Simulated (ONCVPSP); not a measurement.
# Cs ONCV: all-electron and pseudo phase curves

```
Element                 : Cs (Z = 55)
Generator               : ONCVPSP 4.0.1
Type                    : optimised norm-conserving Vanderbilt (ONCV)
Functional              : PBE
Relativity              : scalar-relativistic
Frozen core             : [Kr] 4d10
Valence charge          : 9
Reference configuration : 5s2 5p6 6s1
Partial waves           : 5s+6s: rc 2.65 bohr, ncon 4, nbas 8, qcut 3.4 1/bohr, 2 projectors; 5p: rc 2.90 bohr, ncon 3, nbas 8, qcut 6 1/bohr, 2 projectors, debl 3.7 Ha; d scattering state at 0.15 Ha: rc 2.60 bohr, ncon 3, nbas 6, qcut 3.9 1/bohr, 3 projectors, debl 0.8 Ha
Local potential         : polynomial inside 2.50 bohr (lpopt 5, dvloc0 2 Ha)
Core correction         : none
```

In the d channel the program set the typed energies aside and used 0.050, 0.850, 1.650 Ha.

The phase is arctan(r·R′/R) of the radial function R(r), unwrapped; energies in Ha, scanned from -2 to 5 Ha. A pole is an energy at which the radial function vanishes at the test radius. The pseudo phase is shifted by a multiple of π to meet the all-electron one at the reference energy, and phase errors are pseudo minus all-electron; the curves can meet again beyond the range given. Levels narrower than the energy grid can be missing from the lists of poles.

Question: For each channel, where are the poles, and over which energies does the pseudopotential scatter like the atom?

Answer:

```tsv
channel	radius (bohr)	reference energy (Ha)	poles, all-electron	poles, pseudo	unbroken range about the reference energy with phases within 0.05 rad	phase error 1 Ha above the reference energy (rad)
s	2.69	-0.08	-0.77, 2.85	-0.77, 2.62	below 3.1	-0.012
p	2.94	-0.50	-0.25, 2.69	-0.25, 2.69	below 4.5	+0.000
d	2.64	0.05	1.07	1.07, 4.98	the whole range	+0.000
```

Phases in the d channel:

```
E (Ha)  all-electron  pseudo
 -1.98         1.325   1.324
 -1.62         1.287   1.287
 -1.26         1.230   1.229
 -0.90         1.127   1.126
 -0.54         0.886   0.886
 -0.18         0.071   0.071
  0.18        -1.033  -1.033
  0.54        -1.380  -1.380
  0.90        -1.524  -1.524
  1.26        -1.618  -1.618
  1.62        -1.710  -1.710
  1.98        -1.843  -1.843
  2.34        -2.179  -2.179
  2.70        -3.507  -3.512
  3.06        -4.294  -4.298
  3.42        -4.492  -4.495
  3.78        -4.579  -4.582
  4.14        -4.631  -4.635
  4.50        -4.668  -4.672
  4.86        -4.698  -4.703
```
